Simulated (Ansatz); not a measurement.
Relaxation of the cluster Ga3As4 with UKS PBE-D4/def2-SVP.

```sh
$ ansatz run in.yaml --threads 4 --pin off --events-out ev --progress --plain --max-ram 6963MiB
```

```yaml
crystal:
  periodic: [false, false, false]
  atoms:
    - {symbol: Ga, position_ang: [1.106650, 1.491540, -1.539980]}
    - {symbol: Ga, position_ang: [-1.258350, 0.998770, -0.628250]}
    - {symbol: Ga, position_ang: [1.519350, -0.276260, 0.462210]}
    - {symbol: As, position_ang: [0.395530, 1.284170, 1.822030]}
    - {symbol: As, position_ang: [-1.463640, -0.230460, 1.637300]}
    - {symbol: As, position_ang: [0.915980, -1.578550, -1.413760]}
    - {symbol: As, position_ang: [-1.215530, -1.689210, -0.339540]}
basis:
  gaussian: {orbitals: def2-SVP}
magnetization: {spin_polarized: true, initial_magnetization: 1}
hamiltonian: {xc: pbe, dispersion: d4}
scf: {lower_state_search: "off"}
output: {orbitals: {seedname: orbitals}}
relax: {f_tol: 0.03, max_steps: 70}
```

It took 3.2 min on 4 threads of Intel Xeon on a shared host, peak host memory 0.64 GiB.

Positions (Å) and forces (eV/Å) at steps 1, 2, 3, 4, 5, 6, 7, 8, 9, 10, 11, 12, 13, 14, 15, 16 of 16:

```xyz
7
step=1 energy=-400394.3939 eV
Ga    1.107    1.492   -1.540    0.491    0.383   -0.495
Ga   -1.258    0.999   -0.628   -0.393   -0.114    0.291
Ga    1.519   -0.276    0.462    0.116   -0.349    0.407
As    0.396    1.284    1.822    0.194    0.198   -0.257
As   -1.464   -0.230    1.637   -0.365    0.103    0.458
As    0.916   -1.579   -1.414    0.350    0.244   -0.228
As   -1.216   -1.689   -0.340   -0.393   -0.465   -0.176
7
step=2 energy=-400394.5262 eV
Ga    1.203    1.566   -1.621   -0.123   -0.011    0.010
Ga   -1.227    0.954   -0.574   -0.005    0.026   -0.194
Ga    1.549   -0.303    0.494   -0.043   -0.273    0.235
As    0.372    1.295    1.757   -0.030    0.079    0.026
As   -1.526   -0.245    1.698    0.177    0.105    0.046
As    0.897   -1.511   -1.428   -0.109    0.166   -0.077
As   -1.268   -1.757   -0.325    0.133   -0.093   -0.046
7
step=3 energy=-400394.5805 eV
Ga    1.199    1.576   -1.589   -0.064    0.002    0.041
Ga   -1.253    0.936   -0.604    0.039    0.002   -0.171
Ga    1.511   -0.379    0.555   -0.097   -0.123    0.102
As    0.391    1.341    1.723    0.054   -0.040   -0.094
As   -1.480   -0.229    1.698    0.025   -0.016    0.047
As    0.886   -1.462   -1.458   -0.072    0.157    0.005
As   -1.254   -1.783   -0.324    0.116    0.018    0.070
7
step=4 energy=-400394.6413 eV
Ga    1.216    1.624   -1.519   -0.014   -0.066    0.109
Ga   -1.267    0.874   -0.677    0.138   -0.070   -0.092
Ga    1.444   -0.524    0.635   -0.227    0.045   -0.197
As    0.419    1.383    1.636    0.075   -0.143   -0.189
As   -1.460   -0.182    1.712    0.023   -0.106   -0.032
As    0.840   -1.343   -1.540    0.022    0.273    0.227
As   -1.192   -1.832   -0.247   -0.017    0.067    0.174
7
step=5 energy=-400394.7073 eV
Ga    1.289    1.680   -1.445   -0.098   -0.168    0.188
Ga   -1.186    0.764   -0.750   -0.020    0.082   -0.067
Ga    1.353   -0.589    0.659   -0.122   -0.087   -0.158
As    0.417    1.429    1.560    0.082   -0.136   -0.369
As   -1.425   -0.175    1.718   -0.124   -0.137    0.077
As    0.724   -1.195   -1.595    0.146    0.218    0.147
As   -1.173   -1.914   -0.146    0.135    0.228    0.181
7
step=6 energy=-400394.8555 eV
Ga    1.318    1.693   -1.325    0.083   -0.240    0.101
Ga   -1.180    0.705   -0.819   -0.155    0.127    0.133
Ga    1.286   -0.743    0.688   -0.064   -0.272   -0.090
As    0.414    1.420    1.380   -0.362    0.232    0.041
As   -1.448   -0.141    1.758    0.238    0.014   -0.103
As    0.672   -1.026   -1.669    0.164    0.039   -0.286
As   -1.063   -1.909   -0.013    0.096    0.100    0.205
7
step=7 energy=-400394.8011 eV rejected
Ga    1.396    1.616   -1.187    0.358   -0.145   -0.152
Ga   -1.178    0.685   -0.821   -0.500    0.065    0.026
Ga    1.159   -0.855    0.674    1.064    0.672    0.278
As    0.333    1.490    1.234    0.027    0.163    0.389
As   -1.423   -0.137    1.805    0.097   -0.045   -0.318
As    0.634   -0.900   -1.813   -0.121   -0.037    0.105
As   -0.921   -1.898    0.108   -0.924   -0.674   -0.328
7
step=8 energy=-400394.9298 eV
Ga    1.363    1.629   -1.274    0.124   -0.136    0.045
Ga   -1.213    0.720   -0.806   -0.140    0.091   -0.040
Ga    1.257   -0.758    0.677    0.045   -0.105    0.061
As    0.373    1.461    1.346   -0.181    0.079   -0.001
As   -1.421   -0.153    1.754    0.080   -0.003    0.045
As    0.660   -0.989   -1.717   -0.026    0.058   -0.184
As   -1.019   -1.911    0.021    0.099    0.016    0.074
7
step=9 energy=-400394.9753 eV
Ga    1.426    1.571   -1.233    0.126   -0.057    0.066
Ga   -1.258    0.744   -0.823   -0.090   -0.001   -0.052
Ga    1.260   -0.777    0.680    0.100    0.051    0.089
As    0.324    1.483    1.309   -0.094    0.107    0.034
As   -1.409   -0.168    1.767    0.125   -0.034   -0.009
As    0.624   -0.940   -1.759   -0.149   -0.037   -0.046
As   -0.967   -1.913    0.059   -0.020   -0.029   -0.082
7
step=10 energy=-400395.0125 eV
Ga    1.522    1.490   -1.158    0.091    0.065    0.014
Ga   -1.314    0.758   -0.855   -0.112   -0.008   -0.035
Ga    1.254   -0.762    0.690    0.321    0.064    0.123
As    0.259    1.545    1.266   -0.075   -0.057    0.004
As   -1.346   -0.208    1.785    0.046    0.048   -0.008
As    0.553   -0.898   -1.801   -0.156   -0.117    0.100
As   -0.928   -1.924    0.072   -0.115    0.005   -0.198
7
step=11 energy=-400395.0364 eV
Ga    1.619    1.431   -1.104   -0.057    0.151   -0.033
Ga   -1.402    0.774   -0.882    0.044   -0.039    0.010
Ga    1.304   -0.753    0.705    0.309    0.045    0.165
As    0.193    1.576    1.219   -0.063   -0.051    0.107
As   -1.295   -0.246    1.811    0.164    0.158   -0.174
As    0.495   -0.879   -1.806   -0.154   -0.146    0.187
As   -0.913   -1.903    0.057   -0.243   -0.118   -0.262
7
step=12 energy=-400395.0900 eV
Ga    1.638    1.425   -1.095   -0.141    0.142   -0.046
Ga   -1.440    0.801   -0.900    0.064   -0.006    0.091
Ga    1.377   -0.724    0.726    0.172   -0.082    0.234
As    0.158    1.597    1.224   -0.024   -0.025    0.015
As   -1.241   -0.277    1.811    0.179    0.084   -0.315
As    0.460   -0.929   -1.760   -0.006   -0.015    0.029
As   -0.953   -1.891   -0.006   -0.244   -0.098   -0.008
7
step=13 energy=-400395.1122 eV
Ga    1.509    1.479   -1.126    0.083    0.057   -0.089
Ga   -1.463    0.804   -0.887    0.312   -0.007    0.123
Ga    1.453   -0.831    0.854   -0.145    0.218   -0.162
As    0.199    1.615    1.212    0.068    0.007   -0.154
As   -1.186   -0.258    1.742   -0.194   -0.166    0.159
As    0.494   -0.951   -1.720    0.055    0.142    0.040
As   -1.006   -1.858   -0.074   -0.178   -0.251    0.083
7
step=14 energy=-400395.1302 eV
Ga    1.492    1.533   -1.179    0.012   -0.121    0.047
Ga   -1.372    0.797   -0.853   -0.097    0.079   -0.099
Ga    1.405   -0.787    0.817    0.146   -0.077    0.082
As    0.232    1.568    1.216   -0.061    0.231    0.083
As   -1.241   -0.261    1.746    0.023   -0.127    0.008
As    0.515   -0.955   -1.691   -0.099   -0.080   -0.089
As   -1.032   -1.895   -0.057    0.076    0.095   -0.032
7
step=15 energy=-400395.1483 eV
Ga    1.517    1.479   -1.147    0.031    0.030   -0.010
Ga   -1.390    0.822   -0.872    0.023   -0.011    0.033
Ga    1.440   -0.777    0.828   -0.015    0.013   -0.020
As    0.183    1.605    1.212    0.034    0.043   -0.037
As   -1.208   -0.287    1.752   -0.060   -0.035    0.044
As    0.484   -0.958   -1.710    0.014    0.008   -0.010
As   -1.026   -1.883   -0.064   -0.026   -0.047    0.000
7
step=16 energy=-400395.1492 eV
Ga    1.525    1.484   -1.148   -0.004   -0.004   -0.001
Ga   -1.386    0.817   -0.862   -0.007    0.009   -0.007
Ga    1.433   -0.772    0.823    0.008   -0.004    0.010
As    0.185    1.609    1.208   -0.001   -0.002   -0.003
As   -1.213   -0.289    1.754    0.002   -0.009   -0.005
As    0.484   -0.959   -1.712   -0.007   -0.001    0.007
As   -1.028   -1.890   -0.064    0.008    0.012    0.000
```

The structure comes from a short search, and lower isomers may exist.
